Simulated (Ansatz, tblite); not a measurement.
Cost and result up the ladder for MoSeBr₄ (6 atoms). Charge 0, multiplicity 1. Geometry: r2SCAN-D4/def2-SVP.

Cartesian coordinates in Å:
```
Mo -0.012 -0.024 -0.013
Se -0.907 -1.819 -0.950
Br 2.338 -0.079 -0.738
Br 0.795 -0.828 2.168
Br -1.878 1.000 1.220
Br -0.336 1.749 -1.686
```

Ansatz on 4 threads of Intel Xeon on a shared host; xTB runs through tblite on one thread. Times are rough, summed over both states, and most runs start from the orbitals of an earlier one. No level here is sound enough to serve as a yardstick. The other state is a triplet.

In the def2 sets Mo takes a core potential; there is no spin–orbit coupling. The xTB rows come from tblite.

xTB has no spin-polarisation term.

```json
{"level": "GFN1-xTB", "functions": "54", "wall time": "0.025 s", "vertical triplet (eV)": "2.06", "remarks": "–"}
{"level": "GFN2-xTB", "functions": "54", "wall time": "0.031 s", "vertical triplet (eV)": "1.59", "remarks": "–"}
{"level": "PBE-D4/def2-SVP", "functions": "191", "wall time": "7.4 s", "vertical triplet (eV)": "0.92", "remarks": "restricted SCF unstable in HF (singlet)"}
{"level": "PBE0-D4/def2-SVP", "functions": "191", "wall time": "17 s", "vertical triplet (eV)": "0.76", "remarks": "restricted SCF unstable in HF (singlet)"}
```
